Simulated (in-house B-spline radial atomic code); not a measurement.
## Binding energies in Hg7+

NIST's tabulated ground configuration is [Xe] 4f14 5d5; each binding energy is the energy of the ion with one electron taken from that subshell, relaxed, less that of the parent. Computed with a B-spline radial code for spherical atoms: Dirac-Hartree-Fock, average of configuration, Fermi nucleus of rms radius 5.4648 fm. Energies include first-order Breit, QED and recoil terms.

```
subshell  X-ray name  binding energy (eV)  -ε (eV)  relaxation (eV)
      1s           K              83219.7  83763.9             89.9
      2s          L1              14972.2  15083.0             52.6
   2p1/2          L2              14331.6  14446.4             57.5
   2p3/2          L3                12406  12495.4             53.6
      3s          M1               3691.2   3731.4             28.2
   3p1/2          M2               3405.8   3446.4             29.4
      4s          N1                929.4    942.4             10.3
   4p1/2          N2                806.6    819.3             10.3
   4p3/2          N3                701.9    712.2              9.1
      5s          O1                240.7    243.0              1.8
   4f5/2          N6                221.7    229.9              8.4
   4f7/2          N7                217.6    225.5              8.2
   5p1/2          O2                196.3    198.3              1.6
   5p3/2          O3                176.5    178.0              1.3
      5d        O4,5                  114    114.8              0.8
```

Relaxation = -ε minus the binding energy without Breit, QED and recoil terms.

Emission lines follow as differences of binding energies, with λ = 12398.42 eV·Å / E:

```tsv
line	holes	energy (eV)	wavelength (Å)
K-L3	1s → 2p3/2	70813.7	0.17509
K-L2	1s → 2p1/2	68888.1	0.17998
L3-M1	2p3/2 → 3s	8714.8	1.4227
```

Task: What screening constant σ does Moseley's law, E = (3/4)·13.6057 eV·(Z - σ)², need for K-L3?

Result: σ = -3.30.

Moseley's non-relativistic formula needs a falling, then negative, screening constant for heavy elements, because relativity binds the 1s electron more strongly than the formula allows.

Task: What does it cost to remove both a 4f5/2 and a 5d electron?

Result: 356.99 eV, which is 21.31 eV more than the two single binding energies together.

Task: What does it cost to remove both a 4p3/2 and a 4p1/2 electron?

Result: 1545.3 eV, which is 36.77 eV more than the two single binding energies together.

Task: What does it cost to remove two 1s electrons?

Result: 168020 eV, which is 1585 eV more than the two single binding energies together.
